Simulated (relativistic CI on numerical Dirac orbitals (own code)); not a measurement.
**Fe2+ in a cubic cluster: L2,3 absorption with charge transfer**

Computed with a charge-transfer multiplet model of a cubic metal-ligand cluster with up to 2 ligand holes, Slater and spin-orbit integrals from Dirac-Coulomb-Breit ions, Slater integrals scaled by 0.9. The parameters are those of a tetrahedral site (10Dq negative, t2 hopping the larger). The ground state mixes d6 with configurations of k ligand holes L, whose averages lie at kΔ + k(k − 1)U_dd/2; a core hole lowers each added d electron by U_cd. 300 K, Lorentzian 0.4 eV and Gaussian 0.3 eV FWHM.

Atomic integrals in eV (Slater integrals scaled, ζ unscaled), ground: F2dd 9.813, F4dd 6.093, zeta_d 0.049; with the core hole: F2dd 10.545, F4dd 6.555, zeta_d 0.067, zeta_core 8.135, F2cd 6.142, G1cd 4.566, G3cd 2.594.

Cluster parameters (eV): U_dd = 6.2, U_cd = 8, 10Dq = -0.4, 10Dq(ligand) = 0, V(eg) = 0.9, V(t2g) = -1.53, final-state hopping factor = 0.8.

```
      Case   n_d    d6   d7L  d8L2     S
Δ = 3.3 eV  6.20  0.81  0.18  0.01  2.00
Δ = 4.3 eV  6.15  0.85  0.14  0.00  2.00
Δ = 5.3 eV  6.12  0.88  0.12  0.00  2.00
Δ = 6.3 eV  6.10  0.90  0.09  0.00  2.00
Δ = 8.3 eV  6.07  0.93  0.06  0.00  2.00
```

Weights, n_d and S are thermal averages at 300 K. Photon energies count from the first peak over 30 % of the highest in each spectrum, which can be another peak from case to case. The parameters are a model scan and need not match a compound or its usual spin state. Peaks in eV (height, largest 100):
- Δ = 3.3 eV: -1.9 (9), 0.0 (92), 0.5 (100), 2.4 (30), 12.7 (27), 13.7 (30), 15.5 (9)
- Δ = 4.3 eV: 0.0 (93), 0.5 (100), 1.2 (65), 2.6 (31), 3.9 (16), 12.7 (27), 13.7 (30), 15.7 (10)
- Δ = 5.3 eV: 0.0 (94), 0.6 (100), 1.3 (65), 2.8 (34), 4.3 (15), 12.7 (28), 13.6 (30), 14.9 (11), 15.9 (11)
- Δ = 6.3 eV: 0.0 (94), 0.6 (100), 1.4 (65), 2.9 (34), 4.5 (15), 12.8 (28), 13.6 (31), 15.0 (11), 16.0 (11)
- Δ = 8.3 eV: 0.0 (94), 0.6 (100), 1.4 (65), 3.1 (34), 4.6 (15), 12.8 (28), 13.7 (31), 15.1 (11), 16.1 (11)

Curve for Δ = 8.3 eV (points under 2 left out, the grid thinned):

E (eV), Intensity and a bar:
```
     -2.9        2.0 
     -2.5        3.2 
     -2.1        6.8 #
     -1.7        8.6 ##
     -1.3       19.3 #####
     -0.9       33.3 ##########
     -0.6       49.9 ###############
     -0.2       85.8 ##########################
      0.2       88.7 ###########################
      0.6      100.0 ##############################
      1.0       70.7 #####################
      1.4       64.6 ###################
      1.8       45.3 #############
      2.2       25.1 #######
      2.6       23.0 ######
      3.0       33.8 ##########
      3.4       25.5 #######
      3.7       17.3 #####
      4.1       10.7 ###
      4.5       13.8 ####
      4.9       11.3 ###
      5.3        5.9 #
      5.7        4.1 #
      6.1        2.5 
      6.5        2.2 
      6.9        2.3 
      7.3        2.2 
     10.8        2.8 
     11.1        4.8 #
     11.5       11.7 ###
     11.9       17.4 #####
     12.3       23.2 ######
     12.7       27.3 ########
     13.1       25.7 #######
     13.5       29.4 ########
     13.9       27.9 ########
     14.3       19.2 #####
     14.7        9.9 ##
     15.1       10.8 ###
     15.4        7.7 ##
     15.8        7.6 ##
     16.2       10.5 ###
     16.6        7.1 ##
     17.0        5.2 #
     17.4        2.0
```

For the case Δ = 6.3 eV, Δ = 6.3 eV is larger than U_dd = 6.2 eV, the Mott-Hubbard side of the Zaanen-Sawatzky-Allen scheme. With the core hole the configuration with one ligand hole lies at Δ + U_dd − U_cd = 1.5, 2.5, 3.5, 4.5, 6.5 eV from the one without, in the order of the table; where this is negative the screened configuration lies lower, though the effective hopping of about 2.2 eV (from the holes of the mixed ground state) mixes the two strongly wherever it is as large as the gap.
